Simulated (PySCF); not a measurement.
**Correlation energy of I²⁺ (iodine, charge +2)**

[Kr] 4d10 5s2 5p3, high-spin 4S determinant. Computed with PySCF 2.14 in x2c-TZVPPall, with the spin-free X2C one-electron Hamiltonian (Gaussian nucleus). Frozen: [Ar] 3d10; 23 electrons correlated.

```csv
level,correlation energy (mhartree)
CCSD,-507.13
(T),-7.57
CCSD(T),-514.70
```

Diagnostics: T1 = 0.0040, D1 = 0.0147, largest double amplitude 0.043.

Cost of the coupled-cluster step: roughly 13 core-seconds, for 23 correlated electrons.

Iterations:

```
CC2 = 0
CCSD nocc = (np.int64(13), np.int64(10)), nmo = (46, 46)
frozen orbitals [[0, 1, 2, 3, 4, 5, 6, 7, 8, 9, 10, 11, 12, 13], [0, 1, 2, 3, 4, 5, 6, 7, 8, 9, 10, 11, 12, 13]]
max_cycle = 100
direct = 0
conv_tol = 1e-08
conv_tol_normt = 1e-06
diis_space = 8
diis_start_cycle = 0
Init t2, MP2 energy = -0.539722505876292
Init E_corr(UCCSD) = -0.539722505877666
cycle = 1  E_corr(UCCSD) = -0.498006068496027  dE = 0.0417164374  norm(t1,t2) = 0.0441828
cycle = 2  E_corr(UCCSD) = -0.507559288068007  dE = -0.00955321957  norm(t1,t2) = 0.00850599
cycle = 3  E_corr(UCCSD) = -0.506820514100897  dE = 0.000738773967  norm(t1,t2) = 0.00208233
cycle = 4  E_corr(UCCSD) = -0.5071320855695  dE = -0.000311571469  norm(t1,t2) = 0.000607012
cycle = 5  E_corr(UCCSD) = -0.50713098920686  dE = 1.09636264e-06  norm(t1,t2) = 7.36442e-05
cycle = 6  E_corr(UCCSD) = -0.50712683313848  dE = 4.15606838e-06  norm(t1,t2) = 1.4319e-05
cycle = 7  E_corr(UCCSD) = -0.507127253199208  dE = -4.20060728e-07  norm(t1,t2) = 1.81404e-06
cycle = 8  E_corr(UCCSD) = -0.50712728587158  dE = -3.26723719e-08  norm(t1,t2) = 1.64714e-07
cycle = 9  E_corr(UCCSD) = -0.50712728321259  dE = 2.65898947e-09  norm(t1,t2) = 3.35486e-08
UCCSD converged
E(UCCSD) = -7112.163648500701  E_corr = -0.5071272832125905
UCCSD(T) correction = -0.00757188383848636
```

This basis was not built for core-valence correlation, so the inner-shell part is incomplete.
